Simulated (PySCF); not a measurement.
An equivalent PySCF input for Li⁺ (lithium, charge +1), 1s2, closed-shell 1S, with the non-relativistic Hamiltonian (point nucleus):

```python
from pyscf import gto, scf, dft, mp, cc
import basis_set_exchange as bse
mol = gto.M(atom="Li 0 0 0", charge=1, spin=0, symmetry="D2h",
            basis=gto.basis.parse(bse.get_basis("pcseg-2", elements=["Li"], fmt="nwchem", header=False)))
mf = dft.UKS(mol, xc="TPSS")
mf.irrep_nelec = {'Ag': (1, 1)}
mf.kernel()
```

It reaches the same state as the run whose output follows, with an energy that differs only through the grid. The run itself started from symmetry-adapted Hartree-Fock orbitals and held the occupation by maximum overlap, on a logarithmic radial grid, so the iterations belong to that start.

```
SCF conv_tol = 1e-09
number electrons alpha = 1  beta = 1
XC functionals = TPSS
    J. Tao, J. P. Perdew, V. N. Staroverov, and G. E. Scuseria.,  Phys. Rev. Lett. 91, 146401 (2003)
    J. P. Perdew, J. Tao, V. N. Staroverov, and G. E. Scuseria.,  J. Chem. Phys. 120, 6898 (2004)
    J. Tao, J. P. Perdew, V. N. Staroverov, and G. E. Scuseria.,  Phys. Rev. Lett. 91, 146401 (2003)
    J. P. Perdew, J. Tao, V. N. Staroverov, and G. E. Scuseria.,  J. Chem. Phys. 120, 6898 (2004)
cycle= 1 E= -7.2855521402698  delta_E= -0.000198  |g|= 0.000619  |ddm|= 0.133
cycle= 2 E= -7.28555225485105  delta_E= -1.15e-07  |g|= 0.000108  |ddm|= 0.00323
cycle= 3 E= -7.28555225721261  delta_E= -2.36e-09  |g|= 6.47e-07  |ddm|= 0.000611
cycle= 4 E= -7.28555225721269  delta_E= -7.28e-14  |g|= 9.44e-10  |ddm|= 4.03e-06
converged SCF energy = -7.28555225721269  <S^2> = -4.4408921e-16  2S+1 = 1
```
